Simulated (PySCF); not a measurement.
BH, SMILES [BH] (connectivity only; charge and spin as stated), neutral, multiplicity 1. Heavy atoms are numbered as in [BH:1]. Hydrogens are named by the atom that carries them.

Geometry optimised at PBE0-D3(BJ)/def2-TZVPD.

The numbers are results of HF/pcSseg-2 (PySCF), not measurements.

GIAO shieldings, no solvent; atoms alike by connectivity are averaged. δ = σ(ref) − σ: ¹¹B against BF3 (σ = 104.0 ppm); ¹H against TMS (σ = 31.98 ppm), references at their B3LYP-D3(BJ)/def2-TZVP geometries, non-relativistic.

Computed chemical shifts:
```
nucleus    atoms  count  δ (ppm)
-------  -------  -----  -------
¹¹B      B1 (BH)      1    367.0
¹H       H on B1      1     7.58
```
